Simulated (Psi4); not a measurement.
F7Re (SMILES [F][Re]([F])([F])([F])([F])([F])[F]), singlet, geometry from GFN2-xTB (such geometries of metal compounds can be far from the true shape) (core potentials on Re); M06-2X/def2-SV(P) (Psi4 1.11).

Psi4 was given this input:
```
memory 2 GB

molecule {
0 1
Re    0.00000000    0.00000000    0.00000000
F     0.26548101    1.80612236   -0.29229660
F     0.04380752   -0.28931968   -1.74793913
F    -0.04380752    0.28931968    1.74793913
F    -1.65749255    0.80027314   -0.17400229
F     0.86031045   -1.61084100    0.28818856
F    -1.28986775   -1.31152636    0.18475728
F     1.82156884    0.31597187   -0.00664695
}

set {
  basis def2-sv(p)
}

energy('m06-2x')
print_variables()
```

What the program printed (banner, timings and long lists left out):

```
   => Loading Basis Set <=

    Name: DEF2-SV(P)
    Role: ORBITAL
    Keyword: BASIS

    !!!  WARNING: ECP capability is in beta. Please check occupations closely.  !!!

         ---------------------------------------------------------
                                   SCF
               by Justin Turney, Rob Parrish, Andy Simmonett
                          and Daniel G. A. Smith
                              RKS Reference
         ---------------------------------------------------------

  ==> Geometry <==

    Molecular point group: c1
    Full point group: C1

    Geometry (in Angstrom), charge = 0, multiplicity = 1:

       Center              X                  Y                   Z               Mass
    ------------   -----------------  -----------------  -----------------  -----------------
         RE          -0.000000000000    -0.000000000594    -0.000000000000   186.955750100000
         F            0.265481010000     1.806122359406    -0.292296600000    18.998403162730
         F            0.043807520000    -0.289319680594    -1.747939130000    18.998403162730
         F           -0.043807520000     0.289319679406     1.747939130000    18.998403162730
         F           -1.657492550000     0.800273139406    -0.174002290000    18.998403162730
         F            0.860310450000    -1.610841000594     0.288188560000    18.998403162730
         F           -1.289867750000    -1.311526360594     0.184757280000    18.998403162730
         F            1.821568840000     0.315971869406    -0.006646950000    18.998403162730

  Running in c1 symmetry.

  Rotational constants: A =      0.05985  B =      0.05985  C =      0.05192 [cm^-1]
  Rotational constants: A =   1794.12235  B =   1794.12235  C =   1556.53401 [MHz]
  Nuclear repulsion =  612.838844535796738

  Charge       = 0
  Multiplicity = 1
  Electrons    = 78
  Nalpha       = 39
  Nbeta        = 39

  ==> Algorithm <==

  SCF Algorithm Type is DF.
  DIIS enabled.
  MOM disabled.
  Fractional occupation disabled.
  Guess Type is SAD.
  Energy threshold   = 1.00e-06
  Density threshold  = 1.00e-06
  Integral threshold = 1.00e-12

  ==> Primary Basis <==

  Basis Set: DEF2-SV(P)
    Blend: DEF2-SV(P)
    Number of shells: 53
    Number of basis functions: 123
    Number of Cartesian functions: 132
    Spherical Harmonics?: true
    Max angular momentum: 2

  Core potential: DEF2-SV(P)
    Number of shells: 4
    Number of ECP primitives: 10
    Number of ECP core electrons: 60
    Max angular momentum: 3

  ==> DFT Potential <==

   => LibXC <=

    Version 7.1.2
    S. Lehtola, C. Steigemann, M. J. T. Oliveira, and M. A. L. Marques,  SoftwareX 7, 1–5 (2018) (10.1016/j.softx.2017.11.002)

   => Composite Functional: M06-2X <=

    Hybrid M06-2X Meta-GGA XC Functional  (10.1007/s00214-007-0310-x)
    Y. Zhao and D. G. Truhlar,  Theor. Chem. Acc., 120, 215, 2008

    Deriv               =              1
    GGA                 =           TRUE
    Meta                =           TRUE

    Exchange Hybrid     =           TRUE
    MP2 Hybrid          =          FALSE

   => Exchange Functionals <=

    1.0000   XC_HYB_MGGA_X_M06_2X

   => Exact (HF) Exchange <=

    0.5400               HF

   => Correlation Functionals <=

    1.0000   XC_MGGA_C_M06_2X

   => LibXC Density Thresholds  <==

    XC_MGGA_C_M06_2X:  1.00E-12
    XC_HYB_MGGA_X_M06_2X:  1.00E-15

   => Molecular Quadrature <=

    Radial Scheme          =       TREUTLER
    Pruning Scheme         =           NONE
    Nuclear Scheme         =       TREUTLER

    Blocking Scheme        =         OCTREE
    BS radius alpha        =              1
    Pruning alpha          =              1
    Radial Points          =             75
    Spherical Points       =            302
    Total Points           =         173204
    Total Blocks           =           1368
    Max Points             =            256
    Max Functions          =            118
    Weights Tolerance      =       1.00E-15

[...]
    wK tasked:                   No
    Algorithm:                 Core
    Schwarz Cutoff:           1E-12
    Mask sparsity (%):       3.3842
    Fitting Condition:        1E-10

   => Auxiliary Basis Set <=

  Basis Set: (DEF2-SV(P) AUX)
    Blend: DEF2-UNIVERSAL-JKFIT
    Number of shells: 220
    Number of basis functions: 766
    Number of Cartesian functions: 992
    Spherical Harmonics?: true
    Max angular momentum: 6

  Minimum eigenvalue in the overlap matrix is 5.1408476695E-03.
  Reciprocal condition number of the overlap matrix is 1.2329628053E-03.
    Using symmetric orthogonalization.

  ==> Pre-Iterations <==

  SCF Guess: Superposition of Atomic Densities via on-the-fly atomic UHF (no occupation information).

   -------------------------
    Irrep   Nso     Nmo
   -------------------------
     A        123     123
   -------------------------
    Total     123     123
   -------------------------

  ==> Iterations <==

                           Total Energy        Delta E     RMS |[F,P]|

   @DF-RKS iter SAD:  -774.94225301988229   -7.74942e+02   0.00000e+00
   @DF-RKS iter   1:  -775.05821175058384   -1.15959e-01   1.31669e-02 ADIIS/DIIS
   @DF-RKS iter   2:  -768.42041277414160    6.63780e+00   3.21501e-02 ADIIS/DIIS
   @DF-RKS iter   3:  -775.98762585197312   -7.56721e+00   5.99161e-03 ADIIS/DIIS
   @DF-RKS iter   4:  -776.15416122035072   -1.66535e-01   2.80352e-03 ADIIS/DIIS
   @DF-RKS iter   5:  -776.19404033105741   -3.98791e-02   3.55292e-04 ADIIS/DIIS
   @DF-RKS iter   6:  -776.19461675852085   -5.76427e-04   1.91481e-04 ADIIS/DIIS
   @DF-RKS iter   7:  -776.19478777693348   -1.71018e-04   7.74776e-05 DIIS
   @DF-RKS iter   8:  -776.19482171727645   -3.39403e-05   1.86259e-05 DIIS
   @DF-RKS iter   9:  -776.19482461606253   -2.89879e-06   7.81208e-06 DIIS
   @DF-RKS iter  10:  -776.19482497406239   -3.58000e-07   3.15200e-06 DIIS
   @DF-RKS iter  11:  -776.19482506332258   -8.92602e-08   5.20520e-07 DIIS
  Energy and wave function converged.

  ==> Post-Iterations <==

   Electrons on quadrature grid:
      Ntotal   =   77.9998699300 ; deviation = -1.301e-04

    Orbital Energies [Eh]
    ---------------------

    Doubly Occupied:

[...]
    Virtual:

[...]
    Final Occupation by Irrep:
              A
    DOCC [    39 ]
    NA   [    39 ]
    NB   [    39 ]

  @DF-RKS Final Energy:  -776.19482506332258

   => Energetics <=

    Nuclear Repulsion Energy =            612.8388445357967385
    One-Electron Energy =               -2324.5581094770695927
    Two-Electron Energy =                 974.7180913399308793
    DFT Exchange-Correlation Energy =     -39.1936514619807141
    Empirical Dispersion Energy =           0.0000000000000000
    VV10 Nonlocal Energy =                  0.0000000000000000
    Total Energy =                       -776.1948250633225825

Computation Completed

Properties will be evaluated at   0.000000,   0.000000,   0.000000 [a0]

Properties computed using the SCF density matrix

 Multipole Moments:

 ------------------------------------------------------------------------------------
     Multipole            Electronic (a.u.)      Nuclear  (a.u.)        Total (a.u.)
 ------------------------------------------------------------------------------------

 L = 1.  Multiply by 2.5417464519 to convert [e a0] to [Debye]
 Dipole X            :          0.0003680            0.0000000            0.0003680
 Dipole Y            :          0.0002312            0.0000001            0.0002313
 Dipole Z            :         -0.0000292            0.0000000           -0.0000292
 Magnitude           :                                                    0.0004356

 ------------------------------------------------------------------------------------

  Variable Map:
  ----------------------------------------------------------------------------
[...]
  Array Variable Map:
  ----------------------------------------------------------------------------
[...]
[...]
```
